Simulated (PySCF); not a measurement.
H₄O, SMILES [OH4+2], charge +2. Coordinates come from a PBE-D3(BJ)/def2-TZVPD optimisation.

### Question
Give the equilibrium geometry at PBE-D3(BJ)/def2-TZVPD (PySCF confirms it by a frequency run) as a Z-matrix, and its point group. (The exact figures need the calculation; the answer reports its results.)

### Answer
point group Td.
```
O
H 1 1.0546
H 1 1.0546 2 109.47
H 1 1.0546 2 109.47 3 120.00
H 1 1.0546 2 109.47 3 -120.00
```
Charge +2, spin multiplicity 1.
